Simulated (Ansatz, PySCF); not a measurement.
Caution: the restricted solution is unstable towards spin-unrestricted or complex orbitals, so a lower solution exists and this singlet may not be the ground state. This singlet is an excited state, 1.19 eV above the relaxed triplet at the level B3LYP/cc-pVTZ // PBE0-D3(BJ)/def2-TZVP (Ansatz, an electronic-structure program).

Cartesian coordinates (Å):
SMILES: N#C[NH+]
```xyz
4

N      1.6826     0.0858     0.0736
C      0.4673     0.0745     0.0968
N     -0.7537     0.1522     0.2494
H     -1.3961    -0.3125    -0.4198
```
Charge +1, spin multiplicity 1.

### Question
What is the computed LUMO, total energy and HOMO (PBE0-D3(BJ)/def2-TZVP run with PySCF)?

### Answer

| Property | Result |
|---|---|
| LUMO | -14.77 eV |
| total energy | -147.5732 Ha |
| HOMO | -17.54 eV |
